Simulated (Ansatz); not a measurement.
Molecule: GeO, net charge 1, doublet state. SMILES of the parent species: [O]=[Ge]

Atoms: Ge1, O2. Bonds: Ge1-O2.

Bond lengths (Å) and angles (degrees) optimised at HF/3-21G with Ansatz (a quantum-chemistry and plane-wave program); HF/6-31G* with LANL2DZ past Ar with Ansatz; PBE/6-31G* with LANL2DZ past Ar with Ansatz; B3LYP/LANL2DZ with Ansatz, each started from the B3LYP-D3(BJ)/def2-TZVP structure (Ansatz) of the last column. A row stands for all coordinates that are equal there. 6-31G* holds six Cartesian d functions.

| coordinate | HF/3-21G | HF/6-31G* with LANL2DZ past Ar | PBE/6-31G* with LANL2DZ past Ar | B3LYP/LANL2DZ | B3LYP-D3(BJ)/def2-TZVP |
|---|---|---|---|---|---|
| Ge1-O2 | 1.765 | 1.739 | 1.810 | 1.840 | 1.784 |

Mean signed difference of all 1 bond lengths from B3LYP-D3(BJ)/def2-TZVP: HF/3-21G -0.020 Å, HF/6-31G* with LANL2DZ past Ar -0.045 Å, PBE/6-31G* with LANL2DZ past Ar 0.026 Å, B3LYP/LANL2DZ 0.056 Å.
